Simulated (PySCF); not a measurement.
Static response to an electric field

Species: C4H8F2OSi.
Numbering: `[CH3:1][O:2][SiH2:3][C:4]([CH3:5])=[C:6]([F:7])[F:8]` (hydrogens: H9, H10, H11 on C1; H12, H13 on Si3; H14, H15, H16 on C5)

Geometry (GFN2-xTB, Å), atoms numbered from 1 in this order:
```
atom  x, y, z in Å
C1     1.5851   -2.3169   -0.0035
O2     0.6748   -1.2603   -0.0055
Si3    0.9907    0.3266    0.0272
C4    -0.7539    1.0354   -0.0014
C5    -1.9695    0.1643   -0.0389
C6    -0.8586    2.3457    0.0150
F7    -1.9886    3.0614    0.0012
F8     0.1771    3.1918    0.0491
H9     2.2410   -2.2650   -0.8751
H10    1.0215   -3.2501   -0.0306
H11    2.2035   -2.2941    0.8962
H12    1.7583    0.7553   -1.1453
H13    1.7075    0.7178    1.2445
H14   -1.9742   -0.4906    0.8297
H15   -2.8833    0.7540   -0.0492
H16   -1.9389   -0.4664   -0.9248
```

Level: CAM-B3LYP/def2-SVPD (PySCF), static field, nuclei fixed, core orbitals frozen in the response. The polarisability tensor in these axes (au):

```
x   81.09 -6.93  0.31
y   -6.93 92.97  0.30
z    0.31  0.30 62.12
```

What are the eigenvalues, a third of the trace, and Δα (Δα² = ½Σ(αi − αj)² over the three pairs)?

Principal values 62.11, 77.92 and 96.16 au; mean 78.73 au = 11.67 Å³ = 12.98 × 10⁻⁴⁰ C²·m²/J; Δα = 29.51 au (37 % of the mean).

What is the dipole moment, and where does it point?

(0.86, -2.44, -0.01) D, 2.59 D in size, pointing from the negative to the positive side. Measured along this direction, the outermost atoms are F7 at the negative end and H10 at the positive end.

Molar refractivity from α?

Lorentz–Lorenz: R = (4π/3)N_A α = 2.5225 cm³/(mol·Å³) × 11.67 Å³ = 29.4 cm³/mol, in the limit of long wavelengths.

Sum over states: ᾱ = Σ f/ω², ω in Eh. What share falls to these 8 lowest TDDFT singlets (eV, f)? 6.77, 0.0002; 6.88, 0.0054; 7.29, 0.3226; 7.41, 0.0053; 7.71, 0.0017; 7.99, 0.0089; 8.10, 0.0144; 8.16, 0.0070.

They add up to 5.02 au, 6.4 % of the 78.73 au; the largest single term is 4.50 au, from the state at 7.29 eV. Terms in order: 0.00, 0.09, 4.50, 0.07, 0.02, 0.10, 0.16, 0.08 au. Higher excitations give the rest. The strengths listed sum to 0.366.

Give the principal axes and the span of the nuclei along them.

Largest value along (-0.42, 0.91, 0.00), where the nuclei span 6.99 Å; middle along (0.91, 0.42, 0.03), 4.19 Å; least along (-0.02, -0.01, 1.00), 2.39 Å. The response follows the extents in order.

What are the principal values of the traceless quadrupole moment, Θ = ½Σq(3rr − r²1), about the centre of nuclear charge?

-3.10, -0.55, 3.66 D·Å. The values depend on the origin, since the dipole doesn't vanish. The electronic extent ⟨r²⟩ about the same centre is 1500 bohr², a root-mean-square distance of 2.42 Å for the 72 electrons.

How large is μ²/3kT at 273 K beside α?

In Gaussian units μ²/3kT = 59.12 Å³ against 11.67 Å³, a ratio of 5.07; the Debye molar polarisation (4π/3)N_A(α + μ²/3kT) is 178.6 cm³/mol, leaving out the vibrational part.

The structure is a single GFN2-xTB conformer in the gas phase; no vibrational or solvent corrections.
